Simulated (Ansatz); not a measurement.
ClH3Si, SMILES [SiH3]Cl (connectivity only; charge and spin as stated), charge -1, multiplicity 2.

The structure is a stationary point at TPSSh-D3(BJ)/def2-TZVPD. The multiplicity is an assumed one; other spin states were not compared. The isomer is the one that the SMILES or the coordinates give; other isomers of the formula were not compared.

Two levels are set side by side: PBE/def2-TZVPD (Ansatz, a first-principles code) and PBE0/def2-TZVPD (Ansatz). Energy differences of separate SCF runs at the same geometry; the states with an electron removed or added have multiplicity 1. Differences are taken from unrounded values.

| quantity | PBE0 | PBE | PBE minus PBE0 |
|---|---|---|---|
| vertical ionisation energy (eV) | 1.97 | 1.86 | -0.10 |
